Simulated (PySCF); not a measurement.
Coordinates in bohr (charge 0 multiplicity 1):
```
S     0.0006   -2.5259    0.0000
O     2.4598   -3.8927    0.0000
I    -0.1554    0.5641   -3.7967
I    -0.1554    0.5641    3.7967
```

Method: PBE/[S def2-SVP, O def2-SVP, I def2-SVP with ECP28], scalar-relativistic core potentials, density fitting, no spin–orbit coupling, PySCF.

This geometry of SOI₂ is a stationary point at this level.

Q: What is the point group?

A: Cs.

Q: Is it a minimum?

A: Yes: all harmonic wavenumbers are real.

Q: List the harmonic modes with their infrared intensities.

A: 
```tsv
symmetry	ω (cm⁻¹)	IR (km/mol)	type
a'	67	0.0	bend
a''	170	13.7	mixed
a'	195	1.8	mixed
a'	313	15.5	bend
a''	320	98.2	mixed
a'	1165	124	stretch
```

Q: What are the dipole moment and the gap between the highest occupied and lowest empty levels?

A: 1.21 D and 1.80 eV.

Q: Give the atomic charges and bond orders.

A: 
```tsv
atom	Mulliken	Löwdin	polar tensor	Mayer order to S1
S1	0.40	0.57	1.15	–
O2	-0.30	-0.36	-0.45	1.60
I3,4	-0.05	-0.10	-0.35	0.80
```

This need not be the most stable arrangement of these atoms.
